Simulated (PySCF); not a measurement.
Can point charges reproduce the dipole moment of `c1c(cc(cc1)F)CC`?

Coordinates (PBE0-D3(BJ)/def2-SVP, Å) and charges (e) from the PBE0/pcSseg-1 density (PySCF):

| atom | x | y | z | Mulliken | IAO | Hirshfeld | ESP-fitted |
| --- | --- | --- | --- | --- | --- | --- | --- |
| C1 | -2.531 | 0.369 | -0.462 | -0.2720 | -0.4035 | -0.1129 | -0.1903 |
| C2 | -1.581 | -0.313 | 0.519 | -0.1417 | -0.2513 | -0.0633 | +0.1299 |
| C3 | -0.141 | 0.058 | 0.281 | -0.2713 | +0.0239 | +0.0147 | -0.0115 |
| C4 | 0.406 | 1.218 | 0.845 | -0.0320 | -0.1748 | -0.0602 | -0.2092 |
| C5 | 1.725 | 1.584 | 0.582 | -0.0714 | -0.1370 | -0.0448 | -0.1471 |
| C6 | 2.526 | 0.803 | -0.247 | -0.1553 | -0.2015 | -0.0739 | -0.2745 |
| C7 | 1.976 | -0.346 | -0.801 | +0.3401 | +0.2986 | +0.0853 | +0.3786 |
| F8 | 2.727 | -1.111 | -1.593 | -0.2782 | -0.2657 | -0.0819 | -0.2066 |
| C9 | 0.663 | -0.726 | -0.551 | -0.0994 | -0.2050 | -0.0731 | -0.3310 |
| H10 | -2.282 | 0.105 | -1.501 | +0.1191 | +0.1392 | +0.0381 | +0.0625 |
| H11 | -3.575 | 0.073 | -0.276 | +0.1196 | +0.1389 | +0.0422 | +0.0442 |
| H12 | -2.469 | 1.465 | -0.376 | +0.1183 | +0.1382 | +0.0379 | +0.0569 |
| H13 | -1.859 | -0.043 | 1.551 | +0.1267 | +0.1390 | +0.0420 | +0.0066 |
| H14 | -1.693 | -1.406 | 0.443 | +0.1235 | +0.1377 | +0.0420 | +0.0080 |
| H15 | -0.209 | 1.838 | 1.502 | +0.0723 | +0.1456 | +0.0482 | +0.1596 |
| H16 | 2.139 | 2.490 | 1.031 | +0.1021 | +0.1551 | +0.0534 | +0.1584 |
| H17 | 3.563 | 1.063 | -0.468 | +0.1110 | +0.1644 | +0.0543 | +0.1752 |
| H18 | 0.281 | -1.640 | -1.011 | +0.0886 | +0.1581 | +0.0519 | +0.1904 |

**Question.** Compute μ = Σ q r for each scheme (1 e·Å = 4.803 D) and compare with the dipole of the full density.

**Answer.** The full density gives (-1.29, 0.77, 0.84) D, 1.73 D in size; dipole vectors point from the negative to the positive end.

| scheme | μx | μy | μz | size (D) | share of the full size (%) | angle to the full dipole (°) |
| --- | --- | --- | --- | --- | --- | --- |
| Mulliken | -2.61 | 1.39 | 1.14 | 3.17 | 184 | 8 |
| IAO | -1.86 | 1.33 | 1.45 | 2.71 | 157 | 5 |
| Hirshfeld | -0.85 | 0.41 | 0.56 | 1.10 | 64 | 5 |
| ESP-fitted | -1.31 | 0.78 | 0.87 | 1.76 | 102 | 0 |

**Question.** Which set comes closest?

**Answer.** Length of the difference vector: ESP-fitted 0.03 D, Hirshfeld 0.64 D, IAO 1.00 D, Mulliken 1.48 D. Closest: ESP-fitted. ESP charges are fitted to the potential around the molecule, whose slowest-falling term is the dipole's. The schemes that divide the density aren't constrained to reproduce the dipole.

**Question.** What is left for the Hirshfeld atoms' own dipoles?

**Answer.** The Hirshfeld atoms' densities add up to the full density, so μ = Σ q r + Σ (atomic dipoles). The atomic dipoles sum to (-1.29, 0.77, 0.84) − (-0.85, 0.41, 0.56) = (-0.44, 0.36, 0.28) D, 0.64 D in size.

**Question.** With the origin at the mean of the coordinates, (-0.018, 0.304, -0.029) Å, which are the largest single terms, by size, of the ESP-fitted dipole along the direction of the full one?

**Answer.** C7 -3.93, F8 +3.43, C6 +2.36, H17 -2.15, C9 +1.95 D; all 18 atoms together +1.76 D. The single terms depend on the origin, their sum doesn't.

**Question.** Give the size of the full dipole in other units.

**Answer.** 1.73 D = 0.679 au = 0.359 e·Å = 5.76 × 10⁻³⁰ C·m.

One conformer (not necessarily the lowest) at the PBE0-D3(BJ)/def2-SVP geometry, without solvent, vibrations or thermal averaging.

The run behind these numbers computed NMR shieldings as well. The run took 2.3 min wall, 1.7 min CPU (with the writing of density and orbital grids) on an Intel Xeon at 2.50 GHz with one thread (shared host), and the process peaked at 0.90 GiB of memory.

Conformer computed: `[CH3:1][CH2:2][c:3]1[cH:4][cH:5][cH:6][c:7]([F:8])[cH:9]1`: C1–C2–C3–C4 85°.
